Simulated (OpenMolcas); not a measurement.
## Se2+: effect of the active space

```
Program             : OpenMolcas
Method              : MS-CASPT2 or its RAS form, IPEA 0.25 Eh, imaginary shift 0.1 Eh
Basis               : ANO-R2
Scalar Hamiltonian  : X2C, finite nucleus
Spin-orbit coupling : RASSI with atomic mean-field integrals over the reference wave functions, term energies averaged over their components
```

A. 4 electrons in 4 orbitals (4s 4p); 2S+1 = 3 even, 6 roots; 2S+1 = 1 even, 11 roots; 2S+1 = 5 odd, 1 root; 2S+1 = 3 odd, 9 roots; 2S+1 = 1 odd, 8 roots; closed shells correlated: 3d; CASPT2 step roughly 9 core-seconds
B. 4 electrons in 8 orbitals (4s 4p 5s 5p); 2S+1 = 3 even, 3 roots; 2S+1 = 1 even, 11 roots; 2S+1 = 5 odd, 1 root; 2S+1 = 3 odd, 9 roots; 2S+1 = 1 odd, 8 roots; closed shells correlated: 3d; CASPT2 step of the order of 17 core-seconds
C. 4 electrons in 9 orbitals (RAS2 4s 4p; RAS3 4d, at most 2 electrons); 2S+1 = 3 even, 6 roots; 2S+1 = 1 even, 12 roots; 2S+1 = 5 odd, 1 root; 2S+1 = 3 odd, 8 roots; 2S+1 = 1 odd, 8 roots; closed shells correlated: 3d; CASPT2 step about 24 core-seconds

Energies in cm-1 above 4s2 4p2 3P0, the measured ground level; measured values from Moore, Atomic Energy Levels, vol. II, NSRDS-NBS 35 (1971 reprint of NBS Circular 467, 1952).

```csv
Level,A,B,C,Measured
4s2 4p2 3P0,0.0,0.0,0.0,0.0
4s2 4p2 3P1,1545,1482,1515,1741
4s2 4p2 3P2,3540,3450,3520,3937
4s2 4p2 1D2,12560,13040,13050,13032
4s2 4p2 1S0,27860,28390,28410,
4s 4p3 5S* 2,65610,65900,66630,
4s 4p3 3D* 2,90430,90200,92320,92723
4s 4p3 3D* 1,90460,90090,92260,
4s 4p3 3D* 3,90680,90620,92700,
4s 4p3 3P* 0,106970,106750,106700,106482
4s 4p3 3P* 1,107050,106920,106800,
4s 4p3 3P* 2,107220,107240,106760,
```

Deviations, from unrounded energies. A percentage is the sum of absolute deviations over the sum of measured energies, with the sign that they share, or ± where signs differ.

| Against measurement | Levels | A | B | C |
| --- | --- | --- | --- | --- |
| mean absolute deviation (cm-1) | 5 | 770 | 710 | 260 |
| fine structure of the ground term (%) | 2 | -10.4 | -13.2 | -11.4 |
| other terms of the ground configuration (%) | 1 | -3.6 | +0.0 | +0.1 |
| other configurations (%) | 2 | ±1.4 | ±1.4 | ±0.3 |

C lies closest to measurement on these levels and A furthest from it. The largest miss of C in the table is 4s2 4p2 3P2, by -420 cm-1. The ranking rests on the paired levels alone, and a cruder setting can come out closer through cancelling errors.

Among A to C the level of the table that moves most is 4s 4p3 3D* 1, by 2200 cm-1 (lowest in B, highest in C). Moves below CASPT2's spread within the term are not significant.

CASPT2 does not keep the components of a term degenerate, so their means are used; among the terms shown or strongly mixed into the levels shown the widest spread is 1100 cm-1 (4s 4p3 3D*, A). Over all roots computed the reference weight is 0.85 to 0.96 in A, 0.83 to 0.96 in B; the roots of lowest weight are the least certain, and an intruder state may touch them. Terms of s pⁿ other than that of highest spin mix with s² pⁿ⁻² d, which this space lacks; all of them can be thousands of cm-1 off, and some have no real level of that name (holds for A; B). Active for correlation alone: 5p 5s; no level in the range computed is led by a configuration that fills them, so any true level of that kind is missing (holds for B). Active for correlation alone: 4d; no level in the range computed is led by a configuration that fills it, so any true level of that kind is missing (holds for C). Some terms mix strongly with configurations of 4d, whose occupation reaches 0.17 (4s 4p3 3D*, 4s 4p3 3P*) (holds for C). Computed and measured levels are paired by configuration, term and J; levels that our copy of the source lacks, or whose pairing is in doubt (as where it misses far off the trend of its configuration), stay unpaired and out of the deviations. Levels of configurations outside the active space are missing. Levels that lie high or do not pair safely by name in every column are left out.

* marks odd parity.
